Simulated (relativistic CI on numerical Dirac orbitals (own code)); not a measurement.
**Rh⁵⁺: resonant inelastic scattering at the L2,3 edge**

Computed with this model: Dirac-Coulomb-Breit CI, separate exchange-only KLI orbitals for each configuration, a model potential for QED, valence Slater integrals scaled by 0.8, Kramers-Heisenberg scattering through one core-hole configuration in a parametric crystal field; configurations [Kr] 4d4 → [He] 2s2 2p5 3s2 3p6 3d10 4s2 4p6 4d5; 300 K; core-hole width 1.6 eV; summed over polarisations. Incident energies are the highest absorption maxima for each field (at most a few, so the weaker spin-orbit partner edge can be absent), on the computed scale of the free ion. Intensities are in per cent of the strongest line above 0.02 eV; levels within 1 cm⁻¹ are merged; final levels count from the ground level, the first row holds all elastic scattering, lines under 0.4 are left out and each table stops after 24 rows. The scale of the Slater integrals is a model choice and moves the terms in proportion.

Field parameters in Wybourne normalisation: D3d B²₀ = −7Dσ, B⁴₀ = −14Dq − 21Dτ, B⁴₃ = −14√(10/7) Dq; Td as Oh with Dq negative (B⁴₀ = 21Dq, B⁴₄ = √(5/14) B⁴₀). The field is a parameter set, without covalency.

S is read from ⟨S²⟩ = S(S + 1).

D3d, 10Dq = 28200, Dσ = 440, Dτ = -130 cm⁻¹:

| Final level (eV) | Degeneracy | Irrep | S | 3011.7 eV | 3014.2 eV | 3156.4 eV |
| --- | --- | --- | --- | --- | --- | --- |
| 0.000 | 1 | A1 | 1.07 | 808.7 | 2143.7 | 116.6 |
| 0.159 | 2 | E | 1.07 | 14.7 | 23.3 | 11.0 |
| 0.175 | 1 | A2 | 1.08 | 5.6 | 12.2 | 5.5 |
| 0.358 | 2 | E | 1.06 | 6.8 | 64.9 | 37.1 |
| 0.368 | 2 | E | 1.02 | 13.2 | 20.1 | 19.8 |
| 0.373 | 1 | A1 | 1.02 | 7.4 | 7.5 | 9.0 |
| 1.179 | 1 | A2 | 1.99 | 0.0 | 0.6 | 0.0 |
| 1.190 | 1 | A1 | 1.97 | 2.2 | 15.6 | 12.1 |
| 1.198 | 2 | E | 1.97 | 3.7 | 27.2 | 23.2 |
| 1.213 | 2 | E | 1.95 | 2.1 | 22.2 | 27.1 |
| 1.223 | 1 | A2 | 1.95 | 0.3 | 15.2 | 2.5 |
| 1.229 | 2 | E | 1.95 | 1.0 | 33.7 | 5.1 |
| 1.236 | 1 | A1 | 1.94 | 7.9 | 42.3 | 38.8 |
| 1.527 | 1 | A1 | 0.11 | 7.4 | 1.3 | 4.9 |
| 1.545 | 2 | E | 0.11 | 13.4 | 2.4 | 9.9 |
| 1.686 | 2 | E | 0.08 | 22.0 | 16.5 | 10.6 |
| 2.917 | 1 | A1 | 0.30 | 38.2 | 28.2 | 29.4 |
| 3.323 | 1 | A2 | 1.01 | 16.9 | 47.8 | 34.5 |
| 3.333 | 2 | E | 1.01 | 34.2 | 100.0 | 66.6 |
| 3.357 | 1 | A1 | 0.94 | 0.9 | 31.7 | 20.7 |
| 3.377 | 1 | A2 | 1.03 | 4.4 | 32.0 | 3.8 |
| 3.382 | 2 | E | 1.03 | 6.6 | 57.7 | 7.3 |
| 3.385 | 1 | A1 | 1.00 | 0.3 | 3.1 | 2.9 |
| 3.393 | 2 | E | 1.00 | 1.0 | 8.4 | 5.4 |

D3d, 10Dq = 39800, Dσ = -590, Dτ = 340 cm⁻¹:

```tsv
Final level (eV)	Degeneracy	Irrep	S	3011 eV	3015.2 eV	3157.5 eV
0.000	1	A1	1.00	805.9	1875.6	179.3
0.132	2	E	1.01	40.4	12.2	13.2
0.184	1	A2	1.01	24.6	7.4	4.8
0.312	1	A1	0.99	20.4	11.3	2.3
0.341	2	E	1.00	27.8	70.2	16.7
0.393	2	E	0.99	8.8	29.9	10.9
1.482	2	E	0.06	23.4	2.2	2.8
1.640	1	A1	0.06	12.5	0.6	2.0
1.717	2	E	0.04	26.9	8.8	4.4
2.764	1	A2	1.99	0.0	0.5	0.1
2.766	2	E	1.99	1.4	19.6	36.5
2.772	1	A1	1.99	1.9	46.2	34.1
2.775	2	E	1.99	1.3	20.7	31.8
2.782	2	E	1.99	1.7	19.6	35.4
2.791	1	A2	1.99	0.2	6.5	3.2
2.791	1	A1	1.99	1.7	58.9	30.4
3.235	1	A1	0.06	40.5	8.2	6.5
4.926	2	E	0.99	15.6	96.0	100.0
4.927	1	A1	1.00	1.6	53.9	34.8
4.935	1	A2	1.00	5.1	26.8	43.2
4.961	1	A2	1.01	2.3	53.7	6.9
4.977	2	E	1.00	1.0	15.7	7.9
4.984	1	A1	1.00	0.6	3.3	5.2
5.008	2	E	1.01	3.1	86.8	15.0
```

Td, 10Dq = -18900 cm⁻¹:

```csv
Final level (eV),Degeneracy,Irrep,S,3013.6 eV,3155.8 eV
0.000,1,A1,0.31,1449.3,110.7
0.894,1,A1,1.63,15.2,34.3
0.909,3,T1,1.67,4.6,0.4
1.034,3,T2,1.80,2.5,0.2
1.175,2,E,1.75,1.7,5.8
1.252,3,T1,1.95,6.3,11.8
1.354,3,T2,1.94,5.5,6.1
1.429,2,E,1.27,6.1,23.1
1.499,3,T1,1.43,1.2,1.3
1.513,3,T2,1.28,2.9,1.3
1.567,1,A1,1.37,25.9,12.3
1.929,3,T2,1.09,14.2,23.0
1.954,3,T1,0.87,22.1,81.7
2.118,2,E,1.08,15.1,5.1
2.324,3,T1,0.53,100.0,2.3
3.286,1,A1,1.44,0.1,0.9
3.306,3,T2,0.92,69.3,20.2
3.323,2,E,1.31,0.7,1.8
3.349,3,T1,1.43,1.1,1.5
3.450,3,T2,0.86,36.9,7.0
3.559,3,T2,1.54,0.1,2.3
3.566,2,E,1.52,0.6,0.3
3.600,3,T1,1.23,1.7,0.2
3.673,3,T2,1.20,9.0,0.0
```

For the first field the strongest loss at the lowest incident energy is the level at 2.92 eV (S = 0.30, against 1.07 in the thermal ground state). Levels of other spin, the first over 8 % at 1.19 eV, appear because spin-orbit coupling of the core hole, and in heavier ions of the valence shell too, mixes spins.
